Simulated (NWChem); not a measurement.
System: CH$_{3}$Mg, doublet; SMILES [CH3][Mg]

Input file for NWChem:

```
start job
memory heap 200 mb stack 700 mb global 900 mb
geometry units angstroms noautosym nocenter noautoz
  Mg     0.000000     0.000000    -0.951130
  C      0.000000     0.000000     1.179511
  H      0.729372     0.729372     1.571358
  H      0.266969    -0.996341     1.571358
  H     -0.996341     0.266969     1.571358
end
basis spherical
  Mg library 6-31+g*
  C library 6-31+g*
  H library 6-31+g*
end
dft
  odft
  mult 2
  xc slater vwn_5
  iterations 150
end
tddft
  cis
  nroots 8
end
task tddft energy
```

Excerpt of the output:

```
             Northwest Computational Chemistry Package (NWChem) 7.3.0
             --------------------------------------------------------

                             Geometry "geometry" -> ""
                             -------------------------

 Output coordinates in angstroms (scale by  1.889725989 to convert to a.u.)

  No.       Tag          Charge          X              Y              Z
 ---- ---------------- ---------- -------------- -------------- --------------
    1 Mg                  12.0000     0.00000000     0.00000000    -0.95113000
    2 C                    6.0000     0.00000000     0.00000000     1.17951100
    3 H                    1.0000     0.72937200     0.72937200     1.57135800
    4 H                    1.0000     0.26696900    -0.99634100     1.57135800
    5 H                    1.0000    -0.99634100     0.26696900     1.57135800

 Effective nuclear repulsion energy (a.u.)      34.3937518569

                                 NWChem DFT Module
                                 -----------------

 Summary of "ao basis" -> "ao basis" (spherical)
 ------------------------------------------------------------------------------
       Tag                 Description            Shells   Functions and Types
 ---------------- ------------------------------  ------  ---------------------
 Mg                         6-31+g*                 10       22   5s4p1d
 C                          6-31+g*                  8       18   4s3p1d
 H                          6-31+g*                  2        2   2s

            General Information
            -------------------
          SCF calculation type: DFT
          Wavefunction type:  spin polarized.
          No. of atoms     :     5
          No. of electrons :    21
           Alpha electrons :    11
            Beta electrons :    10
          Charge           :     0
          Spin multiplicity:     2
          Use of symmetry is: off; symmetry adaption is: off
          Maximum number of iterations: 150
          AO basis - number of functions:    46
                     number of shells:    24
          Convergence on energy requested:  1.00D-06
          Convergence on density requested:  1.00D-05
          Convergence on gradient requested:  5.00D-04

              XC Information
              --------------
                        Slater Exchange Functional  1.000 local
                      VWN V Correlation Functional  1.000 local

             Grid Information
             ----------------
          Grid used for XC integration:  medium
          Radial quadrature: Mura-Knowles
          Angular quadrature: Lebedev.
          Tag              B.-S. Rad. Rad. Pts. Rad. Cut. Ang. Pts.
          ---              ---------- --------- --------- ---------
          Mg                  1.50       88          13.0       590
          C                   0.70       49          13.0       434
          H                   0.35       45          11.0       434
          Grid pruning is: on
          Number of quadrature shells:   272
          Spatial weights used:  Erf1

      Superposition of Atomic Density Guess
      -------------------------------------

 Sum of atomic energies:        -238.75352008

      Non-variational initial energy
      ------------------------------

 Total energy =    -239.321697
 1-e energy   =    -399.232575
 2-e energy   =     125.517126
 HOMO         =      -0.133166
 LUMO         =       0.024919

[...]

                                NWChem TDDFT Module
                                -------------------

            General Information
            -------------------
           No. of orbitals :      92
            Alpha orbitals :      46
             Beta orbitals :      46
        Alpha frozen cores :       0
         Beta frozen cores :       0
     Alpha frozen virtuals :       0
      Beta frozen virtuals :       0
         Spin multiplicity :       2
    Number of AO functions :      46
        Use of symmetry is : off
      Symmetry adaption is : off
         Schwarz screening :  0.10D-07

              XC Information
              --------------
                 Slater Exchange Functional   1.00 local
               VWN V Correlation Functional   1.00 local

             TDDFT Information
             -----------------
          Calculation type : Tamm-Dancoff TDDFT
         Wavefunction type : Unrestricted
          No. of electrons :      21
           Alpha electrons :      11
            Beta electrons :      10
              No. of roots :       8
          Max subspacesize :    5600
            Max iterations :     100
               Target root :       1
           Target symmetry : none
      Symmetry restriction : off
                 Algorithm : Optimal
        Davidson threshold :  0.10D-03

    8 smallest eigenvalue differences (eV)
--------------------------------------------------------
  No. Spin  Occ  Vir  Irrep   E(Occ)    E(Vir)   E(Diff)
--------------------------------------------------------
    1    1   11   12 a        -0.143    -0.055     2.409
    2    1   11   13 a        -0.143    -0.055     2.409
    3    2   10   11 a        -0.223    -0.109     3.100
    4    1   11   14 a        -0.143    -0.017     3.436
    5    1   11   15 a        -0.143     0.004     4.009
    6    1   11   16 a        -0.143     0.023     4.533
    7    1   11   17 a        -0.143     0.023     4.533
    8    1   10   12 a        -0.238    -0.055     4.998
--------------------------------------------------------

  Entering Davidson iterations
  Unrestricted

  Iter   NTrls   NConv    DeltaV     DeltaE      Time
  ----  ------  ------  ---------  ---------  ---------
    1      8       0     0.12E+00   0.10+100        2.6
    2     16       0     0.15E-01   0.19E-01        2.9
    3     24       0     0.18E-02   0.81E-03        3.0
    4     32       6     0.17E-03   0.78E-05        2.8
    5     34       8     0.94E-04   0.56E-07        1.7
  ----  ------  ------  ---------  ---------  ---------
  Convergence criterion met

  Ground state a        -238.590832266561 a.u.
  <S2> =   0.7511

  ----------------------------------------------------------------------------
  Root   1         a              0.092589251 a.u.                2.5195 eV
  <S2> =   0.7448
  ----------------------------------------------------------------------------
     Transition Moments    X  0.92049   Y -0.92041   Z -0.00000
     Dipole Oscillator Strength                    0.1045924262
     Electric Quadrupole                           0.0000000951
     Magnetic Dipole                               0.0000006545
     Total Oscillator Strength                     0.1045931758

     Occ.   10 alpha a   ---  Virt.   12 alpha a        0.05013
     Occ.   11 alpha a   ---  Virt.   12 alpha a       -0.98980
     Occ.   10 beta  a   ---  Virt.   12 beta  a        0.11368
  ----------------------------------------------------------------------------
  Root   2         a              0.092589397 a.u.                2.5195 eV
  <S2> =   0.7448
  ----------------------------------------------------------------------------
     Transition Moments    X  0.92042   Y  0.92051   Z  0.00000
     Dipole Oscillator Strength                    0.1045956202
     Electric Quadrupole                           0.0000000951
     Magnetic Dipole                               0.0000006544
     Total Oscillator Strength                     0.1045963697

     Occ.   10 alpha a   ---  Virt.   13 alpha a        0.05012
     Occ.   11 alpha a   ---  Virt.   13 alpha a       -0.98980
     Occ.   10 beta  a   ---  Virt.   13 beta  a        0.11369
  ----------------------------------------------------------------------------
  Root   3         a              0.118287308 a.u.                3.2188 eV
  <S2> =   0.7641
  ----------------------------------------------------------------------------
     Transition Moments    X -0.00000   Y -0.00000   Z  0.16189
     Dipole Oscillator Strength                    0.0020667442
     Electric Quadrupole                           0.0000000767
     Magnetic Dipole                               0.0000000000
     Total Oscillator Strength                     0.0020668208

     Occ.   11 alpha a   ---  Virt.   14 alpha a        0.74414
     Occ.   11 alpha a   ---  Virt.   18 alpha a       -0.10174
     Occ.   10 beta  a   ---  Virt.   11 beta  a       -0.65247
  ----------------------------------------------------------------------------
  Root   4         a              0.141099208 a.u.                3.8395 eV
  <S2> =   0.7598
  ----------------------------------------------------------------------------
     Transition Moments    X  0.00000   Y  0.00000   Z -1.93929
     Dipole Oscillator Strength                    0.3537691002
     Electric Quadrupole                           0.0000000335
     Magnetic Dipole                               0.0000000000
     Total Oscillator Strength                     0.3537691336

[...]
```

Level: LDA (Slater exchange, VWN5)/6-31+G* (spherical d), spin-unrestricted, TDA. In the optimisation the excess spin sits in a1 (C3v, its own frame). Coordinates come from a PBE0/def2-SVP, spin-unrestricted optimisation. This spin state was assumed; another may lie lower. No stability test was run on the SCF state.
